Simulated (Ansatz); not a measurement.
PBE exchange is replaced step by step with exact exchange (0 % is PBE, 25 % PBE0; no dispersion term), basis def2-TZVPD, Ansatz. System: the cluster Hg2O2⁻. Total charge -1; doublet. Geometry: r2SCAN-D4/def2-TZVPD, each spin state at its own.

The relaxed quartet has other bonds than the doublet, so its gap is one between isomers.

Geometry of the doublet:

```xyz
4

Hg   -1.1340   -1.8772    0.1650
Hg    0.7564    0.1011   -1.7451
O     0.8001    1.1338    0.7186
O    -0.4225    0.6423    0.8615
```

In the def2 sets Hg takes a core potential; there is no spin–orbit coupling. The structure holds one bond between oxygen atoms, so isomers without such links may lie far lower. At PBE-D4/def2-TZVPD, PBE with 5 % exact exchange/def2-TZVPD, PBE with 10 % exact exchange/def2-TZVPD, PBE with 15 % exact exchange/def2-TZVPD the highest occupied level of the charge -1 doublet lies above zero (up to 1.11 eV). By energy differences its removal costs 1.95 eV (vertical, to the charge 0 triplet, at PBE-D4/def2-TZVPD); a positive level beside a positive removal energy at the same level points to self-interaction error. At PBE-D4/def2-TZVPD, PBE with 5 % exact exchange/def2-TZVPD, PBE with 10 % exact exchange/def2-TZVPD, PBE with 15 % exact exchange/def2-TZVPD and others the highest occupied level of the charge -1 quartet lies above zero (up to 1.76 eV). It is a level of α spin, whose loss leaves a triplet; that state wasn't run at this geometry and level. The electron is either unbound and held by the finite basis, or the level is raised by self-interaction error. In the quartet geometry the species has come apart into loosely held pieces. The structure comes from a short search, and lower isomers may exist.

HOMO and LUMO are taken over both spins.

| exact exchange (%) | HOMO (eV) | LUMO (eV) | gap (eV) | ⟨S²⟩ | quartet − doublet (kJ/mol) |
| --- | --- | --- | --- | --- | --- |
| 0 | 1.11 | 1.59 | 0.48 | 0.759 | 138.8 |
| 5 | 0.90 | 1.94 | 1.04 | 0.759 | 136.0 |
| 10 | 0.68 | 2.27 | 1.59 | 0.759 | 133.5 |
| 15 | 0.45 | 2.55 | 2.10 | 0.759 | 131.1 |
| 25 | -0.06 | 2.83 | 2.89 | 0.760 | 127.0 |
| 35 | -0.61 | 3.02 | 3.63 | 0.762 | 123.7 |
| 50 | -1.50 | 3.29 | 4.79 | 0.765 | 120.2 |
